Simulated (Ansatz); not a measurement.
Li8H8⁺. The state is a doublet with charge 1. Geometry r2SCAN-D4/def2-SVP, that of the neutral singlet; atoms count from 1.

```xyz
16

Li   -1.630   -1.733   -1.168
Li    0.827   -0.211   -1.793
Li   -1.384    1.335   -0.501
Li    0.840    2.506   -0.204
Li    0.694   -2.471   -0.663
Li    0.097    1.698    2.033
Li    1.674   -0.031    1.071
Li   -1.117   -1.093    1.226
H    -0.778    2.552    0.713
H     0.095   -0.100    2.073
H    -0.840   -2.617    0.265
H    -0.126   -1.723   -2.155
H     1.752   -1.042   -0.394
H    -2.049   -0.287   -0.183
H     0.199    1.429   -1.495
H     1.745    1.788    1.175
```

The structure comes from a short search, and lower isomers may exist.

**Question.** Estimate the Mulliken populations from the PBE0/def2-TZVP orbitals of Ansatz.

**Answer.** 
```
atom  charge (e)  spin (α − β)
 Li1        0.45         -0.02
 Li2        0.69          0.00
 Li3        0.67          0.01
 Li4        0.45         -0.04
 Li5        0.45         -0.02
 Li6        0.45         -0.04
 Li7        0.67          0.01
 Li8        0.69          0.00
  H9       -0.35          0.24
 H10       -0.55          0.00
 H11       -0.36          0.20
 H12       -0.36          0.20
 H13       -0.50          0.09
 H14       -0.50          0.10
 H15       -0.55          0.00
 H16       -0.35          0.24
```
Mulliken values depend strongly on the basis.

**Question.** Where does the spin sit?

**Answer.** Summed by element: Li -0.08, H 1.08, of 1 unpaired in all. Largest on single atoms: H16 0.24, H9 0.24, H11 0.20.
